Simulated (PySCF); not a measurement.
# Radial density of Hg⁶²⁺ (mercury, charge +62)

PW91, [Ar], closed-shell 1S. Calculation: PySCF 2.14, in an uncontracted even-tempered set (16 s from 18 bohr⁻², ratio 2.5; 10 p from 23 bohr⁻², ratio 2.5; 4 d from 95 bohr⁻², ratio 2.7; 4 f from 140 bohr⁻², ratio 2.7); no relativity, point nucleus.

```
r (bohr)  4πr²ρ (e/bohr)
0.000313          0.4303
0.000526           1.177
0.000885           3.143
 0.00149           8.074
 0.00251           19.42
 0.00421           41.84
 0.00709           75.11
  0.0119           101.2
  0.0201           97.20
  0.0337           104.0
  0.0567           128.5
  0.0954           60.86
   0.161           60.70
   0.270           15.64
   0.454          0.1658
```

A non-relativistic calculation at this Z misses sizeable relativistic shifts. Spin-orbit coupling, which splits the p, d and f shells strongly at this Z, is absent.
